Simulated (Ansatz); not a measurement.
Ge₃O₃. Charge 0, multiplicity 1. Geometry r2SCAN-D4/def2-SVP, basis def2-TZVP, Ansatz.

```
atom    x (Å)    y (Å)    z (Å)
 Ge1   1.0074  -0.9831   0.7683
 Ge2   1.3888  -0.1100  -1.8111
 Ge3  -1.0928   0.6163   0.1767
  O4  -2.4936   1.4659   0.1448
  O5   1.2747  -1.7132   2.2113
  O6  -0.0844   0.7241  -1.4900
```

| run | HOMO (eV) | LUMO (eV) |
| --- | --- | --- |
| A | -6.28 | -4.70 |
| B | -6.19 | -4.60 |
| C | -6.56 | -4.74 |
| D | -7.39 | -4.08 |

Another isomer (singlet) lies 4.12 eV lower at PBE0-D4/def2-TZVP; other spin states weren't run for this one.

The runs used PBE, PBE0, r2SCAN, revPBE. Estimate which is which.

A PBE (0 % exact exchange); B revPBE (0 % exact exchange); C r2SCAN (0 % exact exchange); D PBE0 (25 % exact exchange). Exact exchange lowers occupied and raises empty levels; among semilocal functionals meta-GGAs tend to open the gap a little, and such runs are hard to tell apart. The gap grows from 1.58 eV (PBE) to 3.31 eV (PBE0). The restricted singlet is unstable towards broken spin symmetry in Hartree–Fock (as tested in another run); at PBE-D4/def2-TZVP, revPBE-D4/def2-TZVP, r2SCAN-D4/def2-TZVP, PBE0-D4/def2-TZVP this wasn't settled.
